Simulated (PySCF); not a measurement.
# First hyperpolarisability: `C#CC=C=C(C#C)OC`, C8H6O

Molfile (atoms numbered from 1):
```
C8H6O
     RDKit          3D

 15 14  0  0  0  0  0  0  0  0999 V2000
    3.3536    1.7576    1.0039 C   0  0  0  0  0  0  0  0  0  0  0  0
    2.6168    1.0294    0.3723 C   0  0  0  0  0  0  0  0  0  0  0  0
    1.7787    0.1677   -0.3955 C   0  0  0  0  0  0  0  0  0  0  0  0
    0.4953   -0.0222   -0.1623 C   0  0  0  0  0  0  0  0  0  0  0  0
   -0.7851   -0.2339    0.1045 C   0  0  0  0  0  0  0  0  0  0  0  0
   -1.1801   -1.2945    0.9799 C   0  0  0  0  0  0  0  0  0  0  0  0
   -1.4974   -2.1979    1.7227 C   0  0  0  0  0  0  0  0  0  0  0  0
   -1.8153    0.4847   -0.3979 O   0  0  0  0  0  0  0  0  0  0  0  0
   -1.4613    1.5552   -1.2358 C   0  0  0  0  0  0  0  0  0  0  0  0
    3.9982    2.4035    1.5710 H   0  0  0  0  0  0  0  0  0  0  0  0
    2.2600   -0.3590   -1.2341 H   0  0  0  0  0  0  0  0  0  0  0  0
   -1.7824   -2.9970    2.3819 H   0  0  0  0  0  0  0  0  0  0  0  0
   -2.3959    2.0467   -1.5326 H   0  0  0  0  0  0  0  0  0  0  0  0
   -0.8125    2.2771   -0.7096 H   0  0  0  0  0  0  0  0  0  0  0  0
   -0.9286    1.2006   -2.1356 H   0  0  0  0  0  0  0  0  0  0  0  0
  1  2  3  0
  2  3  1  0
  3  4  2  0
  4  5  2  0
  5  6  1  0
  6  7  3  0
  5  8  1  0
  8  9  1  0
  1 10  1  0
  3 11  1  0
  7 12  1  0
  9 13  1  0
  9 14  1  0
  9 15  1  0
M  END
```

Computed with PySCF, quadratic response CAM-B3LYP/aug-cc-pVDZ first hyperpolarisability, Taylor convention, gas phase. Geometry: PBE0-D3(BJ)/def2-SVP.

Q: What is the first hyperpolarisability, and how does it disperse?

A: In au, Taylor convention; the vector part is βᵢ = ⅓ Σⱼ (βᵢⱼⱼ + βⱼᵢⱼ + βⱼⱼᵢ); β∥ is 3/5 of the vector part along the dipole, the dipole points from − to +:
```tsv
process	λ (nm)	β vector norm	β∥	β HRS	depolarisation ratio
static β(0;0,0)	∞	120.6	22.9	60.2	3.18
second harmonic β(−2ω;ω,ω)	1907	125.7	28.2	63.8	3.14
Pockels β(−ω;ω,0)	1907	122.2	24.6	–	–
second harmonic β(−2ω;ω,ω)	1064	141.2	43.7	74.5	3.06
Pockels β(−ω;ω,0)	1064	126.1	28.6	–	–
```

Q: Which lowest excitations, dipole and polarisabilities go with it?

A: S1 3.99 eV (f = 0.000); S2 5.36 eV (f = 0.003); S3 5.42 eV (f = 0.169); dipole 1.04 D; isotropic α 110.1 au static, 110.7 au at 1907 nm, 111.9 au at 1064 nm, 112.4 au at 953.5 nm, 118.3 au at 532 nm.
